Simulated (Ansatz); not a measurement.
Geometry optimisation, Ansatz, RKS B3LYP-D4/def2-SVP.

Input file:

```yaml
crystal:
  periodic: [false, false, false]
  atoms:
    - { symbol: C, position_ang: [-0.4454, -1.56235, -0.41281] }
    - { symbol: O, position_ang: [0.21528, -0.31394, -0.41328] }
    - { symbol: Ga, position_ang: [0.3768, 1.27646, 0.31623] }
    - { symbol: S, position_ang: [-0.90442, 1.86142, 2.06674] }
    - { symbol: S, position_ang: [1.94806, 2.39962, -0.77835] }
    - { symbol: H, position_ang: [-1.25538, -1.59841, 0.32142] }
    - { symbol: H, position_ang: [-0.86279, -1.73909, -1.40687] }
    - { symbol: H, position_ang: [0.27679, -2.34846, -0.18104] }
    - { symbol: H, position_ang: [-1.4891, 0.66429, 2.07203] }
    - { symbol: H, position_ang: [1.76656, 3.44635, 0.01997] }
basis:
  gaussian: { orbitals: def2-SVP }
hamiltonian:
  xc: b3lyp
  dispersion: d4
relax:
  f_tol: 0.015
  max_steps: 40
```

Command:

```bash
$ ansatz run input.yaml --threads 2 --pin off --max-ram 3072MiB --backend cpu --events-out ev --progress --plain --runs-dir out
```

Task: Where does it end, and by what steps?

Result: The run converged. After 9 steps the energy has fallen by 0.171 eV; H6 moved furthest, 0.36 Å.

```
step  energy less start (eV)  largest force component (eV/Å)  accepted
   0                  0.0000                           1.201       yes
   1                 -0.0495                           0.591       yes
   2                 -0.0924                           0.416       yes
   3                 -0.1464                           0.247       yes
   4                 -0.1558                           0.178       yes
   5                 -0.1569                           0.412       yes
   6                 -0.1709                           0.023       yes
   7                 -0.1708                           0.064        no
   8                 -0.1709                           0.022       yes
   9                 -0.1711                           0.008       yes
```

```xyz
10
Properties=species:S:1:pos:R:3
C -0.464 -1.491 -0.350
O 0.375 -0.410 -0.660
Ga 0.468 1.173 0.155
S -0.831 1.678 1.881
S 1.957 2.560 -0.694
H -1.193 -1.275 0.457
H -1.044 -1.791 -1.242
H 0.132 -2.365 -0.027
H -1.440 0.468 1.888
H 1.666 3.539 0.195
```

Time of the run: 48 s on 2 threads of Arm Neoverse V1, on a shared host, peak memory 0.32 GiB.
